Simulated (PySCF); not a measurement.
## Correlation energy of Nd⁴⁸⁺ (neodymium, charge +48)

[Ne] 3s2, closed-shell 1S. Calculation: PySCF 2.14, in an uncontracted even-tempered set (17 s from 11 bohr⁻², ratio 2.5; 12 p from 14 bohr⁻², ratio 2.5; 4 d from 52 bohr⁻², ratio 2.7; 4 f from 78 bohr⁻², ratio 2.7); scalar relativity by spin-free X2C-1e. Frozen: 1s2; 10 electrons correlated; the 20 highest virtual orbitals of each spin left out.

| level | correlation energy (mhartree) |
| --- | --- |
| CCSD | -490.59 |
| (T) | -0.67 |
| CCSD(T) | -491.26 |

Diagnostics: T1 = 0.00017, D1 = 0.0005, largest double amplitude 0.047.

Q: Is a single reference adequate?

A: Yes, within this model without spin-orbit coupling: T1 lies below 0.03 and no double amplitude reaches 0.07.

At this charge the one-electron X2C treatment keeps the bare 1/r₁₂, with no two-electron picture change or Breit term. The effect here is smaller than on the frozen 1s shell; and a scalar Hamiltonian misses the large spin-orbit splitting of the p shells, which matters for ns² → np² pairs.
